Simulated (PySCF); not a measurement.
# The first ionisation energy along the 4p block

Calculated with PySCF 2.14 from differences of total energies of unrestricted determinants, without spin-orbit coupling. Values in eV. The last column holds reference values (NIST; (s) semi-empirical, (t) theoretical, else measured). Unmarked ones compare directly (S terms, centres of terms, or small fine structure); those marked * lie between the lowest fine-structure levels and include a spin-orbit shift.

```csv
element,configurations,UHF,LDA,PBE,MP2 (valence),SCS-MP2 (valence),CCSD(T) (valence),reference
"Ga (aug-cc-pVDZ-PP with ECP10MDF, ECP)",[Ar] 3d10 4s2 4p1 → [Ar] 3d10 4s2,5.521,5.987,5.918,5.673,5.651,5.753,5.931
"Ge (aug-cc-pVDZ-PP with ECP10MDF, ECP)",[Ar] 3d10 4s2 4p2 → [Ar] 3d10 4s2 4p1,7.411,7.964,7.851,7.680,7.610,7.722,7.925
"As (aug-cc-pVDZ-PP with ECP10MDF, ECP)",[Ar] 3d10 4s2 4p3 → [Ar] 3d10 4s2 4p2,9.431,9.988,9.852,9.810,9.678,9.779,10.008
"Se (aug-cc-pVDZ-PP with ECP10MDF, ECP)",[Ar] 3d10 4s2 4p4 → [Ar] 3d10 4s2 4p3,8.511,9.819,9.574,9.004,9.021,9.066,9.635
"Br (aug-cc-pVDZ-PP with ECP10MDF, ECP)",[Ar] 3d10 4s2 4p5 → [Ar] 3d10 4s2 4p4,10.750,12.038,11.770,11.409,11.384,11.402,11.844
"Kr (aug-cc-pVDZ-PP with ECP10MDF, ECP)",[Kr] → [Ar] 3d10 4s2 4p5,13.151,14.338,14.061,13.958,13.877,13.870,14.222
```

Question: Which of these methods has the smallest mean absolute error against the measured values here?

Answer: PBE, with 0.090 eV.

```json
{"method": "UHF", "elements": "6", "mean error (eV)": "-0.798", "mean absolute error (eV)": "0.798", "largest error (eV)": "-1.124"}
{"method": "LDA", "elements": "6", "mean error (eV)": "0.095", "mean absolute error (eV)": "0.101", "largest error (eV)": "0.194"}
{"method": "PBE", "elements": "6", "mean error (eV)": "-0.090", "mean absolute error (eV)": "0.090", "largest error (eV)": "-0.160"}
{"method": "MP2 (valence)", "elements": "6", "mean error (eV)": "-0.338", "mean absolute error (eV)": "0.338", "largest error (eV)": "-0.632"}
{"method": "SCS-MP2 (valence)", "elements": "6", "mean error (eV)": "-0.391", "mean absolute error (eV)": "0.391", "largest error (eV)": "-0.614"}
{"method": "CCSD(T) (valence)", "elements": "6", "mean error (eV)": "-0.329", "mean absolute error (eV)": "0.329", "largest error (eV)": "-0.570"}
```

Errors include the incompleteness of the basis and the frozen core.

"Valence" correlates the outer s and p shells and, in groups 3 to 12 and the f block, the outer d or f shell, open or full, or the next shell where the ion has no valence electron left; the wider scheme adds the next inner shell.
